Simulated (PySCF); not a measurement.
## Sb(2+) (antimony, charge +2) across methods

[Kr] 4d10 5s2 5d1, 2D determinant (an excited configuration). All numbers are calculated (PySCF 2.14, scalar relativity through the core potential, in aug-cc-pVTZ-PP with ECP28MDF).

```csv
method,E (hartree),mean ε 5s α (eV),mean ε 5s β (eV),mean ε 5d α (eV),Σ⟨r²⟩ (bohr²),⟨S²⟩
PBE,-238.8888,-31.586,-31.271,-11.671,43.29,0.750
PBE0,-238.8886,-32.585,-32.278,-12.114,43.59,0.750
r2SCAN,-238.9621,-31.608,-31.537,-11.661,43.23,0.751
UHF,-237.95970,-34.700,-34.357,-12.896,45.56,0.750
```

(1) Estimate the same row for LDA.

Energies and moments cover only the electrons outside the core potential. The outer electron is Rydberg-like, and this basis confines it to a smaller radius and binds it less than a complete one would.

## Answers

(1) E (hartree) = -238.4973; mean ε 5s α (eV) = -32.093; mean ε 5s β (eV) = -31.763; mean ε 5d α (eV) = -11.514; Σ⟨r²⟩ (bohr²) = 43.30; ⟨S²⟩ = 0.750.
